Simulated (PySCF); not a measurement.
# AsN(OH)₂ → H₂AsN + O₂

Level: PBE0 in the def2-TZVP basis family, all electrons, no relativity, computed in PySCF with density fitting; open shells unrestricted.

```csv
species,state and structure,ZPE (kJ/mol),H(298 K) − H(0) (kJ/mol),S° (J/(mol K))
AsN(OH)₂,"singlet, Cs, As–N 1.726 Å, As–O 1.767 Å, N–O 1.376 Å, O–H 0.962 Å, O–H 0.967 Å; As–N–O 115.1°, As–O–H 108.5°, H–O–N 103.3°, N–As–O 96.3°",85.1,15.8,306.1
H₂AsN,"singlet, C2v, As–H 1.521 Å (×2), As–N 1.638 Å; H–As–H 104.3°, H–As–N 127.9° (×2)",43.6,11.5,249.9
O₂,"triplet, D∞h, O–O 1.193 Å",10.3,8.7,204.9
```

**Question.** Is the gas-phase reaction uphill or downhill in electronic energy at this level, and by how much?

**Answer.** At PBE0/def2-TZVP, ΔE = 539.0 kJ/mol, uphill. 

**Question.** Add zero-point, thermal and entropy terms for 298.15 K and 1 bar.

**Answer.** ΔZPE = -31.2 and Δ[H(298) − H(0)] = 4.4 kJ/mol give ΔH° = 512.2 kJ/mol. ΔS° = 148.7 J/(mol K), so ΔG° = 512.2 − 298.15 × (0.1487) = 468 kJ/mol.

The structures come from searches over a few start shapes, so lower isomers are not excluded.
